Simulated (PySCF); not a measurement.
A PySCF script (with the pyscf-properties extension) for the NMR shieldings of `O=C(C1[SiH2]C[SiH2]1)C(F)(F)F`, C4H7F3OSi2, on a GFN2-xTB geometry:

```python
import basis_set_exchange as bse
import numpy as np
from pyscf import gto, dft
from pyscf.prop import nmr

atoms = """
O    -0.785159   -1.867739    0.224435
C    -1.110238   -0.702600    0.142655
C    -0.251593    0.440463    0.265783
Si    0.947857    0.444887   -1.293897
C     2.381438    0.037908   -0.096480
Si    1.239559    0.096851    1.449834
C    -2.584336   -0.346173   -0.189237
F    -2.650919    0.407533   -1.307215
F    -3.146516    0.387261    0.790009
F    -3.367349   -1.405134   -0.385895
H    -0.813221    1.362195    0.385375
H     0.601401   -0.574466   -2.275690
H     0.947418    1.790959   -1.863261
H     2.830190   -0.936424   -0.269230
H     3.195812    0.757003   -0.095550
H     1.456072    1.261765    2.309052
H     1.102588   -1.142259    2.199403
"""
names = dict.fromkeys(["O", "C", "Si", "F", "H"], "pcSseg-1")
basis = {el: gto.basis.parse(bse.get_basis(n, elements=[el], fmt="nwchem")) for el, n in names.items()}
mol = gto.M(atom=atoms, basis=basis, charge=0, verbose=0)
mf = dft.RKS(mol, xc="PBE0")
mf.grids.level = 2
mf.grids.alignment = dft.numint.BLKSIZE   # the property module wants whole blocks of grid points
mf.conv_tol = 1e-9
mf.kernel()

calc = nmr.RKS(mf)   # GIAO
C = mf.mo_coeff
Co = C[:, mf.mo_occ > 0]
resp = mf.gen_response(singlet=True, hermi=2)
def vind(x):   # induced exchange potential for any number of trial vectors
    d = np.einsum("pi,xij,qj->xpq", C, 2 * x.reshape(-1, C.shape[1], Co.shape[1]), Co, optimize=True)
    return np.einsum("xpq,pi,qj->xij", resp(d - d.transpose(0, 2, 1)), C, Co, optimize=True).ravel()
mo1, _ = nmr.rhf.solve_mo1(calc, with_cphf=vind)
sigma = calc.kernel(mo1)
for i, s in enumerate(sigma):   # ppm
    w = np.linalg.eigvalsh((s + s.T) / 2)
    print("%2d %-2s iso %8.1f  s11 %8.1f  s22 %8.1f  s33 %8.1f" % (i, mol.atom_pure_symbol(i), w.mean(), *w))
```

Q: What does it print?

A: 
```
 0 O  iso   -253.4  s11   -746.2  s22   -377.1  s33    363.2
 1 C  iso    -13.5  s11   -126.2  s22     -2.7  s33     88.5
 2 C  iso    153.4  s11    115.7  s22    166.6  s33    177.7
 3 Si iso    369.3  s11    336.5  s22    362.7  s33    408.6
 4 C  iso    195.4  s11    180.7  s22    201.6  s33    203.9
 5 Si iso    383.0  s11    347.4  s22    386.2  s33    415.3
 6 C  iso     60.5  s11     48.1  s22     51.9  s33     81.4
 7 F  iso    254.8  s11    171.6  s22    242.0  s33    350.7
 8 F  iso    257.3  s11    172.4  s22    250.1  s33    349.4
 9 F  iso    276.5  s11    196.5  s22    289.3  s33    343.8
10 H  iso     28.5  s11     24.8  s22     28.1  s33     32.6
11 H  iso     26.9  s11     23.5  s22     26.1  s33     31.2
12 H  iso     26.6  s11     23.2  s22     25.0  s33     31.5
13 H  iso     30.9  s11     26.9  s22     27.5  s33     38.2
14 H  iso     31.0  s11     26.9  s22     27.3  s33     38.8
15 H  iso     26.8  s11     23.6  s22     24.8  s33     31.9
16 H  iso     26.5  s11     23.7  s22     24.9  s33     31.1
```

These numbers come from an equivalent density-fitted implementation of the same equations, which agrees with the script to about 0.01 ppm for H and up to a few tenths of a ppm for heavy atoms, so last digits may differ.

Q: Turn these shieldings into chemical shifts. References, each an isolated molecule treated in the same way: $^{17}$O (σref 336.08) vs H2O; TMS for $^{13}$C (σref 186.93) and $^{29}$Si (σref 349.16) and $^{1}$H (σref 31.72); $^{19}$F (σref 170.95) vs CFCl3.

A: Averaging equivalent atoms: O 0: 589.5; C 1: 200.4; C 6: 126.5; C 2: 33.6; C 4: -8.5; Si 3/5: -27.0; F 7/8/9: -91.9; H 12/15: 5.04; H 11/16: 4.98; H 10: 3.19; H 13: 0.85; H 14: 0.70 ppm. Unscaled 19F shifts against computed CFCl3 carry errors that often reach 10 to 50 ppm. Unscaled 17O shifts of doubly bonded oxygen tend to come out too high, by tens of ppm or more. Experimental scales use liquid or dissolved standards, which lie at an offset from isolated H2O (liquid H2O: subtract about 36 ppm).

Size and cost of the density-fitted run: 219 basis functions, 66 s wall time on 1 thread of an Arm Neoverse V1, shared host; peak memory 0.97 GiB.
